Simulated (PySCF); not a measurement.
## Computed NMR parameters against published values

Molfile (atoms numbered from 1):
```
C4H12O2Si
     RDKit          3D

 19 18  0  0  0  0  0  0  0  0999 V2000
    2.5274    0.6558   -0.4704 C   0  0  0  0  0  0  0  0  0  0  0  0
    1.5572   -0.2898   -0.8490 O   0  0  0  0  0  0  0  0  0  0  0  0
    0.0496   -0.3538   -0.2141 Si  0  0  0  0  0  4  0  0  0  0  0  0
   -0.8642   -1.6667   -1.1523 C   0  0  0  0  0  0  0  0  0  0  0  0
    0.0924   -0.7108    1.6158 C   0  0  0  0  0  0  0  0  0  0  0  0
   -0.6095    1.1361   -0.4630 O   0  0  0  0  0  0  0  0  0  0  0  0
   -1.8275    1.5767    0.0744 C   0  0  0  0  0  0  0  0  0  0  0  0
    2.8423    0.5147    0.5703 H   0  0  0  0  0  0  0  0  0  0  0  0
    2.1553    1.6786   -0.5874 H   0  0  0  0  0  0  0  0  0  0  0  0
    3.4013    0.5267   -1.1116 H   0  0  0  0  0  0  0  0  0  0  0  0
   -0.8873   -1.4285   -2.2179 H   0  0  0  0  0  0  0  0  0  0  0  0
   -1.8954   -1.7563   -0.7997 H   0  0  0  0  0  0  0  0  0  0  0  0
   -0.3838   -2.6402   -1.0307 H   0  0  0  0  0  0  0  0  0  0  0  0
    0.5857   -1.6666    1.8093 H   0  0  0  0  0  0  0  0  0  0  0  0
    0.6345    0.0660    2.1615 H   0  0  0  0  0  0  0  0  0  0  0  0
   -0.9155   -0.7690    2.0356 H   0  0  0  0  0  0  0  0  0  0  0  0
   -2.6712    0.9696   -0.2762 H   0  0  0  0  0  0  0  0  0  0  0  0
   -1.8209    1.5571    1.1708 H   0  0  0  0  0  0  0  0  0  0  0  0
   -1.9961    2.6066   -0.2467 H   0  0  0  0  0  0  0  0  0  0  0  0
  1  2  1  0
  2  3  1  0
  3  4  1  0
  3  5  1  0
  3  6  1  0
  6  7  1  0
  1  8  1  0
  1  9  1  0
  1 10  1  0
  4 11  1  0
  4 12  1  0
  4 13  1  0
  5 14  1  0
  5 15  1  0
  5 16  1  0
  7 17  1  0
  7 18  1  0
  7 19  1  0
M  END
```

What is known from experiment: δ 29Si Si3 0.4 ppm (measured; solution, methanol; T. M. Alam, M. Henry, Phys. Chem. Chem. Phys. (a906445a), supplement).
δ 29Si Si3 -2.0 ppm (measured; liquid, neat; T. M. Alam, M. Henry, Phys. Chem. Chem. Phys. (a906445a), supplement).
δ 29Si Si3 -2.5 ppm (measured; solution; W. Buchner, W. Wolfsberger, Z. Naturforsch. 32b (1977) 967).
δ 29Si Si3 1.2 ppm (measured; solution, methanol/water; C. Corminboeuf, T. Heine, J. Weber, Chem. Phys. Lett. 357 (2002) 1).

Equivalent nuclei averaged, no relativistic terms, one computed conformer, isolated molecule. σ from GIAO-B97-2/pcSseg-2; PBE0-D3(BJ)/def2-TZVP structure; PySCF 2.14.

(1) What does the calculation give, and how does it compare?

(2) How far are the unscaled 29Si shifts from the references?

Answers

(1) 
Reference values: measured (solution, methanol; T. M. Alam, M. Henry, Phys. Chem. Chem. Phys. (a906445a), supplement).
```tsv
atoms	quantity	reference	computed	computed, scaled
Si3	δ 29Si vs TMS (internal)	0.4	-1.7	-10.1
```

Reference values: measured (liquid, neat; T. M. Alam, M. Henry, Phys. Chem. Chem. Phys. (a906445a), supplement).
| atoms | quantity | reference | computed | computed, scaled |
| --- | --- | --- | --- | --- |
| Si3 | δ 29Si vs TMS (internal) | -2.0 | -1.7 | -10.1 |

Reference values: measured (solution; W. Buchner, W. Wolfsberger, Z. Naturforsch. 32b (1977) 967).
```json
{"atoms": "Si3", "quantity": "δ 29Si vs TMS", "reference": "-2.5", "computed": "-1.7", "computed, scaled": "-10.1"}
```

Reference values: measured (solution, methanol/water; C. Corminboeuf, T. Heine, J. Weber, Chem. Phys. Lett. 357 (2002) 1).
```csv
atoms,quantity,reference,computed,"computed, scaled"
Si3,δ 29Si vs TMS,1.2,-1.7,-10.1
```

Computed shifts are σ(ref) − σ with the named reference compound (TMS for H and C) calculated as an isolated molecule at the same level. The measured values may be among those fitted. Shieldings were converted by a linear fit to measured shifts: 29Si (scatter 6.0 ppm rms, 28.9 ppm with the 5 outliers that the fit left out vs TMS, solution or neat liquid). A few per cent of atoms miss by over 2 rms, more outside the fitted compound classes.

(2) Mean signed difference -0.97 ppm, mean absolute 1.52 ppm over 4 comparisons; the largest is -2.9 ppm at Si3 (silicon bonded to 2 C, 2 O).
